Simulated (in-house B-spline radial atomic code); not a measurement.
As. Computed with a B-spline radial atomic code. Model: non-relativistic spherical atom: semilocal Troullier-Martins pseudo-atom, one channel per l, against all electrons, high spin, G0W0 and RPA with empty states to l = 8, local potential for every l without a channel, a model core (radius 0 = none) keeps its share of the functional.

What the tables leave out is listed at the end.

The pseudopotential gives back the lowest level of each angular momentum of its own functional in the configuration it was made in; a second state of the same l is only approximately right. Exact exchange, RPA and GW see the smooth pseudo-orbitals and miss the exchange with the core, for which the functional's share stands in. The column with an uncorrelated core keeps all orbitals and exact exchange, and so separates missing core correlation from pseudisation. Only the three outermost levels and the lowest empty one were computed. RPA here is direct RPA, with no exchange kernel, and its energies carry an (l + 1/2)⁻⁴ tail. A hybrid on a potential with a model core restores only its own semilocal share of the core's exchange.

Command:
```bash
python run_psgw.py task.json out
```
Settings (lengths in bohr, energies in hartree):
```
Z                      33
electrons              33
configuration          [Ar] 3d10 4s2 4p3
generated_in           [Ar] 3d10 4s2 4p3
functional             pbe,pbe
core_shells            4
radius_factor          1.15
core_correction        True
```

Run time, properties included: 16 s on 1 thread of Intel(R) Xeon(R) 6975P-C (Granite Rapids) (shared host).

Given: made with PBE; model core radius 0.279 bohr; local radius 0.795 bohr; mean-field start PBE.

Valence shells of the generating configuration: 3p, 3d, 4s, 4p.

Channel: s 1.91, p 0.598, d 1.657 (radii in bohr).

Computed: largest level miss in the spin-unpolarised generating configuration 0.029 eV; valence RPA correlation energy all-electron orbitals -1.4116 hartree; valence RPA correlation energy pseudo -1.4294 hartree; pseudo-atom RPA polarisability 27.354 bohr³.

```tsv
level	occupied	mean-field all-electron (eV)	mean-field pseudo minus all (eV)	G0W0 all-electron (eV)	G0W0 uncorrelated core minus all (eV)	G0W0 pseudo minus all (eV)	exchange self-energy all-electron (eV)	exchange self-energy pseudo (eV)
4p up	1	-5.9554	-0.027	-9.6681	0.001	0.052	-16.345	-15.589
4p down (empty)	0	-3.6564	-0.044	-1.1089	0.001	0.123	-4.3055	-3.5633
```

(1) What is the all-electron RPA polarisability, core included?

Given: mean-field start PBE0.

Computed: valence RPA correlation energy all-electron orbitals -1.355 hartree; all-electron RPA polarisability, core included 23.291 bohr³; pseudo-atom RPA polarisability 23.433 bohr³.

```csv
level,occupied,mean-field all-electron (eV),mean-field pseudo minus all (eV),G0W0 all-electron (eV),G0W0 uncorrelated core minus all (eV),G0W0 pseudo minus all (eV),exchange self-energy all-electron (eV),exchange self-energy pseudo (eV)
4p up,1,-7.1338,0.072,-9.9925,0.001,0.138,-16.38,-15.542
4s down,1,-13.452,-0.553,-16.339,-0.068,-1.424,-16.195,-17.473
4p down (empty),0,-2.6294,0.055,-0.81084,0.001,0.147,-3.9153,-3.2305
```

(2) What is the valence RPA correlation energy pseudo?

## Answers

(1) 27.777 bohr³.

(2) -1.3816 hartree.

Among the listed levels the largest G0W0 shift of the pseudo-atom is -1.42 eV, for 4s down on the PBE0 start, while leaving the core uncorrelated moves that level by -0.07 eV. So pseudisation and the lost core exchange, not the missing core correlation, make the error. Not in the tables (levels of low weight, unsolved or above zero; the highest and the empty levels are kept at any weight): on PBE the G0W0 levels 4s down (pseudo minus all -1.05 eV, weights 0.64 and 0.74), 4s up (pseudo minus all -1.41 eV, weights 0.06 and 0.06); on PBE0 the G0W0 levels 4s up (pseudo minus all -1.29 eV, weights 0.00 and 0.34); no Hartree-Fock pseudo-atom is run with a model core.
